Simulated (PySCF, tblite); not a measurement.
Isomers of C7H15PSi. Level: GFN2-xTB in tblite, geometry and Hessian alike; calculated harmonic values, unscaled, isolated species. Against measured fundamentals such values can be off by several per cent, at times by over 20. Modes of hydrogen on phosphorus and silicon can be 10 to 20 % off. One conformer each.

Electronic energies: PBE0/pcSseg-1 single points on the GFN2-xTB geometries (PySCF, gas phase).

```json
{"SMILES": "CC1=CP1C[Si](C)(C)C", "electronic energy, lowest = 0 (kcal/mol)": "27.0"}
{"SMILES": "[SiH3]/C=P\\C1CCCCC1", "electronic energy, lowest = 0 (kcal/mol)": "26.8"}
{"SMILES": "C=C[C@@H]1CC[C@@H]([SiH2]P)C1", "electronic energy, lowest = 0 (kcal/mol)": "26.9"}
{"SMILES": "CCC1=CP(C[SiH3])CC1", "electronic energy, lowest = 0 (kcal/mol)": "20.9"}
{"SMILES": "CC1=CP([SiH](C)C)CC1", "electronic energy, lowest = 0 (kcal/mol)": "0.0"}
```

Task: How do GFN2-xTB zero-point energies change the relative energies?

Result: 
```
                       SMILES  ZPE (kcal/mol)  of it from modes above 1550 cm⁻¹  electronic (kcal/mol)  with ZPE, lowest = 0 (kcal/mol)  lowest mode (cm⁻¹)  rings
         CC1=CP([SiH](C)C)CC1           124.0                              65.7                    0.0                              0.0                  21      1
          CCC1=CP(C[SiH3])CC1           121.9                              63.3                   20.9                             18.9                  26      1
          [SiH3]/C=P\C1CCCCC1           124.4                              60.4                   26.8                             27.3                  42      1
C=C[C@@H]1CC[C@@H]([SiH2]P)C1           122.3                              62.6                   26.9                             25.2                  15      1
          CC1=CP1C[Si](C)(C)C           122.6                              67.5                   27.0                             25.6                  18      1
```

The zero-point energies span 2.5 kcal/mol, from `CCC1=CP(C[SiH3])CC1` to `[SiH3]/C=P\C1CCCCC1`. The lowest isomer stays, but the order above it changes.

Task: And how do the electronic energies of GFN2-xTB itself compare?

Result: `CC1=CP([SiH](C)C)CC1` 2.7; `CCC1=CP(C[SiH3])CC1` 0.0; `[SiH3]/C=P\C1CCCCC1` 2.2; `C=C[C@@H]1CC[C@@H]([SiH2]P)C1` 4.7; `CC1=CP1C[Si](C)(C)C` 55.2 kcal/mol, lowest = 0. Against the energies above, taken from the same isomer `CC1=CP([SiH](C)C)CC1`, the largest difference is 27.3 kcal/mol.
